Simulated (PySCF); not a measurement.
A calculated (PBE0, PySCF 2.14, aug-cc-pVQZ with one added diffuse shell each of s, p, d, f type, no relativity, point nucleus) atom or ion has these occupied shells.

| shell | electrons | orbital energy (eV) | rms radius, mean of both spins (bohr) |
| --- | --- | --- | --- |
| 1s α | 1 | -9.129 | 1.78 |

Name the element and its charge.

H (hydrogen, neutral), in 1s1, 2S determinant.
